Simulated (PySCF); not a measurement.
F3GeH3Si, SMILES [F][Ge]([F])([F])[SiH3].

Geometry: B3LYP-D3(BJ)/def2-SVP. This is a generated structure with no PubChem entry under its InChIKey; it may be hypothetical.

The numbers are results of r2SCAN/def2-TZVP (PySCF), not measurements.

Symmetry labels are those of the subgroup Cs that the program uses (full group C3v).

### Question
List the valence orbital energies around the gap with their symmetry. (The exact figures need the calculation; the answer reports its results.)

### Answer

```tsv
orbital	symmetry	energy (eV)
HOMO−7	A"	-10.47
HOMO−6	A'	-10.47
HOMO−5	A'	-10.19
HOMO−4	A"	-10.19
HOMO−3	A'	-9.96
HOMO−2	A"	-9.96
HOMO−1	A"	-9.88
HOMO	A'	-8.72
LUMO	A'	-1.47
LUMO+1	A"	-1.33
LUMO+2	A'	-1.33
LUMO+3	A'	-0.02
```
